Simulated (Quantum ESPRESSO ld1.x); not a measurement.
Sc, 21 electrons, occupied as [Ar] 3d1 4s(up 1, down 1) (the NIST ground configuration).

Method: scalar-relativistic Kohn-Sham, LDA (Slater exchange, Perdew-Zunger correlation), spin-polarised, spherical densities, point nucleus; open shells are filled with parallel spins first; computed with ld1.x of Quantum ESPRESSO 7.5.

Energy parts (hartree):
part                      energy
total                  -762.3228
kinetic                 767.6583
electron-nucleus      -1812.7420
Hartree                 319.8603
exchange-correlation    -37.0994

Orbitals (lengths in bohr, moments of r in powers of bohr; r(90%) holds 90 % of the orbital's charge):
orbital  occ.  eigenvalue (hartree)      <r^4>  r(90%)
1s down     1              -161.149  0.0001336   0.131
1s up       1              -161.149  0.0001336   0.131
2s up       1              -17.3821    0.03495   0.536
2s down     1              -17.3739    0.03489   0.536
2p up       3              -14.2602    0.02860   0.508
2p down     3              -14.2537    0.02853   0.508
3s up       1              -2.02083      2.937    1.62
3s down     1              -1.99481      2.941    1.62
3p up       3              -1.24375      4.658    1.81
3p down     3              -1.21793      4.684    1.81
4s up       1              -0.16206      388.2    5.50
4s down     1              -0.15271      426.5    5.63
3d up       1              -0.13509      61.41    3.29
3d down     0              -0.11293      77.27    3.46

The highest occupied level is 3d up at -3.676 eV. Spin moment in Bohr magnetons: 1. The density falls to 0.001 e/bohr^3 at r = 4.95 bohr.
